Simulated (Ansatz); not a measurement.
Mulliken charges of `[NH2][Cr](=[O])(=[O])[F]` from r2SCAN/def2-TZVPP in Ansatz (PBE0-D4/def2-TZVP geometry).

| atom | x (Å) | y (Å) | z (Å) | charge (e) |
| --- | --- | --- | --- | --- |
| N1 | -0.833 | 0.664 | 0.164 | -0.463 |
| Cr2 | 0.549 | -0.413 | -0.121 | 1.282 |
| O3 | 1.254 | -0.640 | 1.233 | -0.421 |
| O4 | 0.003 | -1.730 | -0.716 | -0.421 |
| F5 | 1.638 | 0.324 | -1.233 | -0.372 |
| H6 | -0.892 | 1.257 | 0.979 | 0.198 |
| H7 | -1.718 | 0.538 | -0.307 | 0.198 |

Task: By hand: the dipole of these point charges (1 e Å = 4.8032 D).

Result: Σ q r = (-0.566, 0.396, 0.143) e Å, of length 0.705 e Å = 3.39 D.

Task: How does the dipole of the full density compare? (Estimate.)

Result: Computed: (-0.633, 0.418, 0.173) e Å, 3.74 D; the point charges give 0.91 times that, at 2° from its direction.

Point charges leave out the atoms' own dipoles, such as those of lone pairs, and Mulliken's split depends on the basis, so the close match here is no proof of good charges.
